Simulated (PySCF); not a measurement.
## Electric field gradients and quadrupole coupling constants

C3F4N2S.
Structure used (GFN2-xTB), in Å, numbered top down from 1:
```
atom  x, y, z in Å
F1     0.579    2.062    0.444
C2     0.934    0.818    0.216
N3     2.218    0.455    0.219
N4     2.399   -0.768   -0.016
S5     1.024   -1.625   -0.269
C6     0.061   -0.229   -0.044
C7    -1.427   -0.186   -0.122
F8    -1.856    0.639   -1.085
F9    -1.980    0.231    1.023
F10   -1.942   -1.393   -0.386
```

Field gradients from the PBE0/pcSseg-1 density (PySCF, non-relativistic), principal values in atomic units, ordered |Vxx| ≤ |Vyy| ≤ |Vzz|:

```json
{"atom": "N3", "Vxx": "0.5349", "Vyy": "0.5665", "Vzz": "-1.1014"}
{"atom": "N4", "Vxx": "0.3480", "Vyy": "0.6955", "Vzz": "-1.0434"}
{"atom": "S5", "Vxx": "-0.6958", "Vyy": "-1.3581", "Vzz": "2.0538"}
```

Question: Find the asymmetry η = (Vxx − Vyy)/Vzz and the couplings χ = eQV/h (234.96 MHz × Q in barn × V in au), with Q(14N) = 0.02044 b, Q(33S) = −0.0678 b.

Answer: 
```csv
atom,environment,nucleus,η,χzz (MHz),χxx (MHz),χyy (MHz)
N3,pyridine-type nitrogen,14N,0.03,-5.29,2.57,2.72
N4,pyridine-type nitrogen,14N,0.33,-5.01,1.67,3.34
S5,ring sulfur,33S,0.32,-32.72,11.08,21.63
```

The gradient is axial or nearly so (η below 0.05) at N3. 

Question: What is Vzz at N3 in SI units (1 au = 9.71736 × 10²¹ V/m²)?

Answer: -1.1014 au = -10.703 × 10²¹ V/m².

Question: And the gradient at the other heavy atoms, for which no coupling is worked out here?

Answer: 
```json
{"atom": "F1", "environment": "aryl fluorine", "Vzz (au)": "3.052", "η": "0.12"}
{"atom": "C2", "environment": "aromatic C–F carbon", "Vzz (au)": "-0.250", "η": "0.97"}
{"atom": "C6", "environment": "substituted aromatic carbon", "Vzz (au)": "0.112", "η": "0.74"}
{"atom": "C7", "environment": "CF3 carbon", "Vzz (au)": "-0.335", "η": "0.07"}
{"atom": "F8", "environment": "fluorine of a CF3 group", "Vzz (au)": "2.968", "η": "0.05"}
{"atom": "F9", "environment": "fluorine of a CF3 group", "Vzz (au)": "2.968", "η": "0.05"}
{"atom": "F10", "environment": "fluorine of a CF3 group", "Vzz (au)": "2.939", "η": "0.01"}
```

Geometry: GFN2-xTB; no solvent, vibrations or thermal averaging. GFN2-xTB bond lengths can be off by several hundredths of an ångström, more for odd bonds, and the gradients follow them. With so small a basis the couplings can be 20 % off.
